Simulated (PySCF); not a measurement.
## Cu (copper, neutral) across methods

[Ar] 3d9 4s1 4p1, one real determinant (an excited configuration). Calculation: PySCF 2.14, in aug-cc-pVQZ-PP with ECP10MDF; scalar relativity through the core potential.

| method | E (hartree) | mean ε 3d β (eV) | mean ε 4s α (eV) | mean ε 4p α (eV) | Σ⟨r²⟩ (bohr²) | ⟨S²⟩ |
| --- | --- | --- | --- | --- | --- | --- |
| TPSSh | -197.0376 | -11.599 | -7.870 | -2.958 | 39.90 | 3.751 |
| PBE0 | -197.0667 | -13.222 | -8.442 | -3.399 | 40.01 | 3.751 |
| M06-2X | -197.1745 | -16.356 | -9.074 | -3.969 | 40.23 | 3.752 |
| PBE | -197.1120 | -10.655 | -7.527 | -2.650 | 40.50 | 3.751 |
| r2SCAN | -197.0229 | -10.660 | -7.833 | -2.843 | 39.22 | 3.752 |
| UHF | -196.10407 | -20.309 | -10.719 | -5.419 | 40.35 | 3.751 |
| LDA | -196.7362 | -10.814 | -7.763 | -2.665 | 40.22 | 3.750 |

Estimate the same row for revPBE.

E (hartree) = -197.1665; mean ε 3d β (eV) = -10.590; mean ε 4s α (eV) = -7.457; mean ε 4p α (eV) = -2.643; Σ⟨r²⟩ (bohr²) = 40.53; ⟨S²⟩ = 3.751.

⟨L²⟩ = 8.03 against 12 for a pure F term, so this real determinant mixes terms. Energies and moments cover only the electrons outside the core potential.
